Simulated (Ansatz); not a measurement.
Ansatz (a first-principles code) input (RI-MP2/aug-cc-pV(T+d)Z):
A basis named .json is the Basis Set Exchange file of that set.

Ansatz 0.2 input:
```yaml
crystal:
  periodic: [false, false, false]
  atoms:
    - {symbol: Si, position_ang: [-0.09897798, -0.08319078, -0.34877666]}
    - {symbol: Cl, position_ang: [0.45216596, 0.38004449, 1.59333350]}
    - {symbol: O, position_ang: [-0.86295889, 1.18805967, -1.01009602]}
    - {symbol: O, position_ang: [1.22822907, -0.43167941, -1.21720337]}
    - {symbol: O, position_ang: [-1.09251820, -1.36763063, -0.33536287]}
    - {symbol: H, position_ang: [-0.42287490, 2.04179908, -1.01249638]}
    - {symbol: H, position_ang: [1.82396016, -1.11387712, -0.89742001]}
    - {symbol: H, position_ang: [-1.88423062, -1.33400457, 0.20741829]}
basis:
  gaussian:
    orbitals: aug-cc-pV_T+d_Z.json
    fitting: {mean_field: def2-universal-jkfit, correlation: aug-cc-pVTZ-RIFIT.json}
magnetization: {spin_polarized: false}
correlation: {method: mp2, electrons: outside_noble_gas}
```

End of the output:

```
integrals: 0.46 GiB planned
541 factors; integrals over basis functions are off by at most 1.4e0 eV
mean field: 1.17 GiB planned
mean field evaluation 1: about -26529.6880 eV, gradient 5.7e1 eV
mean field evaluation 2: about -26533.0787 eV, gradient 3.6e1 eV
mean field evaluation 4: about -26534.9454 eV, gradient 5.7e-1 eV
mean field -26534.94696646 eV, -975.1413149844 hartree, gradient 1.7e-6 eV, S^2 0.000000; 0 other end points of the search recorded, 0 dependent functions left out
13 core orbitals not correlated
750 factors; their error is unknown
reference -26534.94696646 eV, -975.1413149844 hartree; 16, 16 occupied and 288, 288 virtual orbitals, 750 factors
second order -28.49796381 eV of doubles, -0.00000000 eV of singles
Total energy: -26563.44493027 eV, -976.1885958377 hartree
```
